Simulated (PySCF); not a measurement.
Basis and Hamiltonian dependence of the excitation energy of Br

Br [Ar] 3d10 4s2 4p5 (2P) → Br [Ar] 3d10 4s1 4p6 (2S). All values are computed (PySCF 2.14, energy differences of UHF-based or UKS calculations, no spin-orbit coupling). Values in eV.

| basis | Hamiltonian | functions | UHF | r2SCAN | PBE0 | MP2 (valence) | CCSD(T) (valence) | CCSD(T) (valence and next inner shell) |
| --- | --- | --- | --- | --- | --- | --- | --- | --- |
| aug-cc-pVDZ-PP with ECP10MDF | ECP | 32 | 15.055 | 12.878 | 13.013 | 12.975 | 10.712 | n/a |
| aug-cc-pVDZ-DK | spin-free X2C | 36 | 15.081 | 12.868 | 13.026 | 13.046 | 10.932 | n/a |
| x2c-TZVPPall | spin-free X2C | 48 | 15.114 | 12.861 | 13.030 | 13.080 | 11.068 | 11.128 |
| aug-cc-pVTZ-PP with ECP10MDF | ECP | 55 | 15.124 | 12.933 | 13.063 | 13.063 | 10.272 | n/a |
| def2-TZVPPD | non-relativistic | 57 | 14.406 | 12.130 | 12.297 | 12.381 | 9.932 | 9.987 |
| aug-cc-pVTZ-DK | spin-free X2C | 59 | 15.124 | 12.889 | 13.055 | 13.077 | 10.306 | n/a |
| aug-cc-pVTZ-PP with one added diffuse shell each of s, d, f type with ECP10MDF | ECP | 68 | 15.125 | 12.933 | 13.063 | 13.064 | 9.952 | n/a |
| aug-cc-pVQZ-PP with ECP10MDF | ECP | 89 | 15.127 | 12.936 | 13.063 | 13.034 | 10.158 | n/a |
| dyall-av2z | non-relativistic | 92 | 14.380 | 12.122 | 12.293 | 12.272 | 10.224 | n/a |
| x2c-QZVPPall | spin-free X2C | 97 | 15.128 | 12.891 | 13.056 | 13.082 | 11.162 | n/a |
| def2-QZVPPD | non-relativistic | 98 | 14.426 | 12.151 | 12.318 | 12.374 | 9.970 | n/a |
| x2c-QZVPPall with one added diffuse shell each of s, p, d, f type | spin-free X2C | 113 | 15.129 | 12.893 | 13.057 | 13.070 | n/a | n/a |
| aug-cc-pVQZ-PP with one added diffuse shell each of s, p, d, f, g type with ECP10MDF | ECP | 114 | 15.127 | 12.936 | 13.063 | 13.035 | n/a | n/a |
| aug-cc-pV5Z-PP with ECP10MDF | ECP | 136 | 15.128 | 12.941 | 13.062 | 13.029 | n/a | n/a |

Frozen in the all-electron rows: valence: [Ar] 3d10; valence and next inner shell: [Ne]; with a core potential, the same shells as far as they lie outside it.

Non-relativistic rows lack the scalar-relativistic shift. The upper state lies above the first ionisation limit, where it may autoionise and the basis confines it.
